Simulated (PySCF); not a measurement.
C2H3Cl4FSi.
Geometry (GFN2-xTB, Å), atoms numbered from 1 in this order:
```
atom  x, y, z in Å
F1    -0.243    0.145   -1.838
C2    -0.224    0.430   -0.483
C3    -1.355   -0.321    0.197
Cl4   -2.947    0.372   -0.230
Si5    1.534   -0.026    0.212
Cl6    1.560    0.564    2.143
Cl7    1.789   -2.014    0.079
Cl8    2.916    0.959   -0.853
H9    -0.403    1.510   -0.413
H10   -1.259   -0.254    1.280
H11   -1.363   -1.363   -0.120
```

The calculation used PySCF, TDDFT CAM-B3LYP/def2-SVPD, vertical, gas phase, core orbitals frozen in the response.

Transition dipole moments from the ground state, in atomic units and in the frame of the coordinates above (overall signs are arbitrary), for the states with f of 0.002 or more among the lowest 7:

| state | E (eV) | μx | μy | μz |
| --- | --- | --- | --- | --- |
| S1 | 7.175 | 0.100 | -0.018 | -0.096 |
| S2 | 7.189 | -0.364 | -0.078 | 0.030 |
| S3 | 7.729 | 0.741 | -0.138 | 0.074 |
| S4 | 7.926 | 0.050 | 0.008 | 0.207 |
| S6 | 8.149 | -0.252 | 0.113 | -0.050 |
| S7 | 8.293 | -0.114 | 0.161 | 0.312 |

(1) What oscillator strength does each state have?

(2) Which bond between heavy atoms lies closest to the direction of the S3 transition dipole?

(3) What angle do the transition dipoles of S3 and S7 make?

(4) How is the summed strength of these states shared among x, y and z?

(5) What peak molar absorption coefficient would the strongest computed level give as a lone Gaussian band 0.4 eV wide at half height?

Answers

(1) f = (2/3) ΔE |μ|² with ΔE in hartree (27.2114 eV).

| state | \|μ\|² (au) | \|μ\| (D) | f |
| --- | --- | --- | --- |
| S1 | 0.020 | 0.35 | 0.003 |
| S2 | 0.139 | 0.95 | 0.025 |
| S3 | 0.573 | 1.92 | 0.109 |
| S4 | 0.045 | 0.54 | 0.009 |
| S6 | 0.079 | 0.71 | 0.016 |
| S7 | 0.136 | 0.94 | 0.028 |

(2) C3–Cl4 and C2–Si5, at 15° from it; next C2–C3 at 53°.

(3) |cos θ| = |μa·μb| / (|μa| |μb|) = 0.30, so θ ≈ 73° (taken between 0 and 90°, since the signs are arbitrary).

(4) (2/3) Σ ΔE μα² gives 0.145 for x, 0.013 for y and 0.031 for z, 0.189 in all.

(5) ε(max) = 2.175×10⁸ f / FWHM, with the width in cm⁻¹. S3: 2.175×10⁸ × 0.1086 / 3226 ≈ 7300 L mol⁻¹ cm⁻¹.

The run took 2.2 min (grids of density and orbitals included) on one thread, Arm Neoverse V1 (aarch64), no GPU (shared host), and the process peaked at 0.96 GiB of memory.

One conformer stands for the species.

Without π bonds the low states may be Rydberg-like; a valence basis with one diffuse set may place them up to an eV too high.
